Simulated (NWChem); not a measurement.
System: C4H8O; SMILES C[C@@H]1C[C@H]1O

NWChem input:

```
start job
memory heap 200 mb stack 700 mb global 900 mb
geometry units angstroms noautosym nocenter noautoz
  C     -0.487383     1.913984    -0.096502
  C     -0.065391     0.575264     0.445706
  C      1.225369    -0.071141     0.008069
  C     -0.077935    -0.658517    -0.412649
  O     -0.406245    -1.886423     0.138576
  H     -1.576163     2.061949    -0.011513
  H     -0.220701     2.012882    -1.160701
  H      0.005255     2.739627     0.441700
  H     -0.331761     0.382998     1.491489
  H      1.837805     0.436332    -0.742927
  H      1.785360    -0.638374     0.755730
  H     -0.367143    -0.522320    -1.466423
  H     -1.364406    -1.920497     0.229570
end
basis spherical
  C library def2-svp
  O library def2-svp
  H library def2-svp
end
dft
  xc xpbe96 cpbe96
  iterations 150
end
cosmo
  dielec 11.7
end
task dft energy
```

Excerpt of the output:

```
             Northwest Computational Chemistry Package (NWChem) 7.3.0
             --------------------------------------------------------

                             Geometry "geometry" -> ""
                             -------------------------

 Output coordinates in angstroms (scale by  1.889725989 to convert to a.u.)

  No.       Tag          Charge          X              Y              Z
 ---- ---------------- ---------- -------------- -------------- --------------
    1 C                    6.0000    -0.48738300     1.91398400    -0.09650200
    2 C                    6.0000    -0.06539100     0.57526400     0.44570600
    3 C                    6.0000     1.22536900    -0.07114100     0.00806900
    4 C                    6.0000    -0.07793500    -0.65851700    -0.41264900
    5 O                    8.0000    -0.40624500    -1.88642300     0.13857600
    6 H                    1.0000    -1.57616300     2.06194900    -0.01151300
    7 H                    1.0000    -0.22070100     2.01288200    -1.16070100
    8 H                    1.0000     0.00525500     2.73962700     0.44170000
    9 H                    1.0000    -0.33176100     0.38299800     1.49148900
   10 H                    1.0000     1.83780500     0.43633200    -0.74292700
   11 H                    1.0000     1.78536000    -0.63837400     0.75573000
   12 H                    1.0000    -0.36714300    -0.52232000    -1.46642300
   13 H                    1.0000    -1.36440600    -1.92049700     0.22957000

 Effective nuclear repulsion energy (a.u.)     181.2332774731

  pbe96 is a nonlocal functional; adding pw91lda local functional.

                                 NWChem DFT Module
                                 -----------------

 Summary of "ao basis" -> "ao basis" (spherical)
 ------------------------------------------------------------------------------
       Tag                 Description            Shells   Functions and Types
 ---------------- ------------------------------  ------  ---------------------
 C                          def2-svp                 6       14   3s2p1d
 O                          def2-svp                 6       14   3s2p1d
 H                          def2-svp                 3        5   2s1p

 in cosmo_initialize ...

 solvent parameters
 solvname_short: unkn
 solvname_long:  unknown
 dielec:       11.7000

[...]

                                   COSMO solvation results
                                   -----------------------

                 gas phase energy =      -231.956560251709
                 sol phase energy =      -231.963155902963
 (electrostatic) solvation energy =         0.006595651254 (    4.14 kcal/mol)

                       DFT Final Molecular Orbital Analysis
                       ------------------------------------

 Vector   18  Occ=2.000000D+00  E=-2.768189D-01
              MO Center= -6.5D-02, -4.1D-01,  1.5D-01, r^2= 3.4D+00
   Bfn.  Coefficient  Atom+Function         Bfn.  Coefficient  Atom+Function
  ----- ------------  ---------------      ----- ------------  ---------------
    62      0.409561   5 O  pz               45      0.283926   4 C  s
    65      0.285311   5 O  pz               18     -0.267822   2 C  px
    31     -0.213099   3 C  s                33     -0.189886   3 C  py
     4      0.168046   1 C  px               71     -0.165520   6 H  s
    32      0.156085   3 C  px               17     -0.141810   2 C  s

 Vector   19  Occ=2.000000D+00  E=-2.401080D-01
              MO Center=  2.6D-01, -4.5D-01, -6.5D-02, r^2= 2.7D+00
   Bfn.  Coefficient  Atom+Function         Bfn.  Coefficient  Atom+Function
  ----- ------------  ---------------      ----- ------------  ---------------
    46      0.326417   4 C  px               33     -0.291571   3 C  py
    60     -0.212141   5 O  px               34     -0.209194   3 C  pz
    31      0.179276   3 C  s                36     -0.172097   3 C  py
    62     -0.171280   5 O  pz               59     -0.159315   5 O  s
   106      0.158210  13 H  s               101     -0.146661  12 H  s

 Vector   20  Occ=2.000000D+00  E=-2.082061D-01
              MO Center= -1.8D-01, -6.6D-01,  2.9D-02, r^2= 2.8D+00
   Bfn.  Coefficient  Atom+Function         Bfn.  Coefficient  Atom+Function
  ----- ------------  ---------------      ----- ------------  ---------------
    62      0.369468   5 O  pz               65      0.280073   5 O  pz
    17     -0.262543   2 C  s                18      0.244484   2 C  px
    61      0.245230   5 O  py               19      0.207634   2 C  py
    64      0.200810   5 O  py               48     -0.176731   4 C  pz
   101      0.164856  12 H  s                47     -0.155712   4 C  py

 Vector   21  Occ=0.000000D+00  E= 4.859708D-02
              MO Center= -6.6D-01, -4.3D-01, -5.0D-01, r^2= 6.7D+00
   Bfn.  Coefficient  Atom+Function         Bfn.  Coefficient  Atom+Function
  ----- ------------  ---------------      ----- ------------  ---------------
     3      1.068701   1 C  s               102     -0.869892  12 H  s
   107     -0.833782  13 H  s                45      0.816836   4 C  s
    92     -0.651510  10 H  s                59      0.600144   5 O  s
    72     -0.562063   6 H  s                77     -0.513164   7 H  s
    82     -0.380432   8 H  s                51     -0.361342   4 C  pz

 Vector   22  Occ=0.000000D+00  E= 5.452790D-02
              MO Center=  2.8D-02,  6.4D-01,  8.5D-01, r^2= 6.2D+00
   Bfn.  Coefficient  Atom+Function         Bfn.  Coefficient  Atom+Function
  ----- ------------  ---------------      ----- ------------  ---------------
     3      1.487125   1 C  s                87     -1.187728   9 H  s
    17      0.884335   2 C  s                97     -0.868102  11 H  s
    82     -0.775650   8 H  s                72     -0.720414   6 H  s
    31      0.489798   3 C  s                23      0.449042   2 C  pz
    45     -0.440695   4 C  s               102      0.394268  12 H  s

[...]
```

Level: PBE/def2-SVP, COSMO on the gas-phase geometry. Structure relaxed at the PBE0/def2-SVP level. Not confirmed as a minimum by frequencies. COSMO prints the solvation energy as gas minus solution, so a positive value is a stabilisation.
